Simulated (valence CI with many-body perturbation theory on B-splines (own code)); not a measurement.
**Tc²⁰⁺ in three bases**

Calculated by valence CI with perturbative core correlation (CI+MBPT): five valence electrons over a frozen Dirac-Fock core [Ar], radial functions for each j: 7 s, 7 p, 8 d, 6 f, 4 g, 1 h, with the one-electron correlation potential Σ1 (screened to all orders), the two-electron term Σ2, the three-electron term Σ3, Breit, model QED; selected single and double excitations, second order for the rest, scaled by the run's own slope (own B-spline code, finite nucleus).

No measured levels were compared; by estimate terms of the open shell hold to 2 to 4 % of their energy, and close levels can change places. Among the levels kept, up to 560 cm⁻¹ of a level comes from second order outside the variational space, and about a tenth of that is noise between levels of different J, which matters for small intervals. Only levels of the ground parity were solved; by the run's estimate the other parity begins above the list, which can be wrong where configurations are misplaced.

The reference run has the lowest level 3d5 6S_5/2 and an ionisation energy of 903.361 eV. Its largest variational space holds 20440 state functions.

Names give the largest LS component (configuration and term), which can be under half, so a name can repeat, a term be missing and a line seem to break the LS rules; names also repeat where a configuration has a term twice. Letters in brackets count levels of one name in rising energy.

Changed runs:
A. basis 6 s, 6 p, 5 d, 5 f, 1 g
B. basis 5 s, 5 p, 4 d, 4 f

Excitation energies of the reference run in cm⁻¹, and shifts in cm⁻¹:

```
                 Level  Reference       A       B
        3d5 4G_5/2 [a]      86165    +588   +1629
            3d5 4G_7/2     100277    +474   +1532
           3d5 4G_11/2     101916    +441   +1466
        3d5 4G_5/2 [b]     104457    +483   +1455
            3d5 4P_3/2     104808    +543   +1549
            3d5 4G_9/2     105447    +426   +1458
            3d5 4P_1/2     114336    +546   +1472
            3d5 4D_7/2     126298    +471   +1793
            3d5 4D_5/2     135509    +587   +1866
            3d5 4D_1/2     139870    +466   +1692
            3d5 4D_3/2     143676    +521   +1660
           3d5 2I_11/2     146162    +632   +1948
Ionisation energy (eV)    903.361  -0.090  -0.098
```
